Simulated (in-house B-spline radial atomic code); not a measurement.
A fraction x of an electron is removed from 3p in P2+, starting from [Ne] 3s2 3p1 and keeping the highest spin. Level of theory: non-relativistic B3LYP, spin-polarised, spherical fractional occupations, point nucleus; calculated with a radial B-spline atomic code at the basis-set limit.

Caution: exact exchange at fractional occupations of open shells leaves self-interaction of up to several eV.

```tsv
x	E(x) - E(0) (eV)	3p up level (eV)
0	0.0000	-24.533
0.1	2.5014	-25.497
0.22	5.6309	-26.663
0.35	9.1797	-27.935
0.41	10.8734	-28.525
0.5	13.4806	-29.414
0.55	14.9637	-29.909
0.63	17.3881	-30.703
0.75	21.1442	-31.899
0.9	26.0415	-33.399
1	29.4314	-
```

The exact functional would give a straight line between the two integer points. Deviations E(x) - E(0) - x[E(1) - E(0)], in eV: -0.442 at x = 0.1, -0.844 at x = 0.22, -1.121 at x = 0.35, -1.193 at x = 0.41, -1.235 at x = 0.5, -1.224 at x = 0.55, -1.154 at x = 0.63, -0.929 at x = 0.75, -0.447 at x = 0.9.

The curve lies below the straight line by up to 1.235 eV (at x = 0.5): convex, the delocalisation error, to which spherically averaged exact exchange adds.

**Question.** How well does Slater's transition state (minus the level at half occupation) give the ionisation energy?

**Answer.** It gives 29.414 eV against 29.431 eV from the two total energies; NIST lists 30.20 eV, ground level to ground level. The end point has an open shell averaged over its orbitals, so its exact exchange keeps a self-interaction and this is no true integer point.
